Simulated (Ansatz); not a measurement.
Relative stability

The two ends of one reaction step of GaH$_{5}$O$_{2}$, closed shell (PBE0-D4/def2-TZVP).

A:

```
8
angstrom
Ga -0.4917 0.4321 -0.8496
H -0.2102 -2.2086 -0.4986
H 0.0300 0.3657 -2.3145
H -1.9165 0.2830 -0.2508
H 0.2980 -1.8993 -0.0413
O 0.8732 0.8432 0.2737
O 0.3996 0.7872 1.6313
H 1.0177 1.3966 2.0498
```

B:

```xyz
8
angstrom
Ga -0.7160 -0.2797 -1.0851
H -0.3051 -1.7911 -1.3047
H -0.0282 0.8396 -1.9471
H -2.0596 0.0224 -0.3246
H 0.5118 -0.9231 1.2469
O 0.6741 -0.1957 0.6304
O 0.5340 0.9498 1.4642
H 1.3890 1.3776 1.3199
```

Computed with Ansatz 0.2.0 (basis: def2-TZVPP); correlated methods freeze the cores. Filled d shells of the heavier atoms are correlated. The def2 sets are not built for correlating such inner shells, so the correlated values are less sure here. B3LYP uses VWN-RPA correlation.

Task: Which structure is lower at CCSD(T), and by how much? (To be estimated.)

Result: The calculation gives: A, by 0.032 eV (electronic energy, against the other); a gap this small isn't resolved in one triple-zeta basis. By their contacts, A is a complex of GaH₃O₂ ([OH][O][GaH2]) + H₂ and B is GaH₅O₂ ([OH][OH][GaH3]).

Task: Do the other methods give the same order? (A judgement: the text doesn't fix the answer.)

Result: The calculation gives: Not all: SPW92, B97M-V, PBE0-D4, r2SCAN0-D4, BHLYP-D4, PBE-QIDH, HF, CCSD give the other order.

```
      method  E(B) − E(A) (eV)
       SPW92            -0.088
      PBE-D4             0.091
     BLYP-D4             0.207
   r2SCAN-D4             0.065
      B97M-V            -0.055
     PBE0-D4            -0.019
    B3LYP-D4             0.098
  r2SCAN0-D4            -0.019
    BHLYP-D4            -0.005
CAM-B3LYP-D4             0.034
     wB97X-V             0.029
     wB97M-V             0.008
      B2PLYP             0.101
    PBE-QIDH            -0.018
  RPA on PBE             0.060
          HF            -0.056
         MP2             0.094
        CCSD            -0.001
     CCSD(T)             0.032
```

No T1 diagnostic of these runs exceeds 0.016.

Labels in which every atom is bracketed show which atoms are joined, not bond orders.

For scale, one of the runs: CCSD(T)/def2-TZVPP, 180 basis functions, launched by `ansatz run in.yaml --threads 4 --pin off --events-out ev --progress --plain --max-ram 9574MiB`. Hardware: 4 CPU threads of an Arm Neoverse V2, shared host. Wall time 53 s; peak host memory 1.8 GiB.
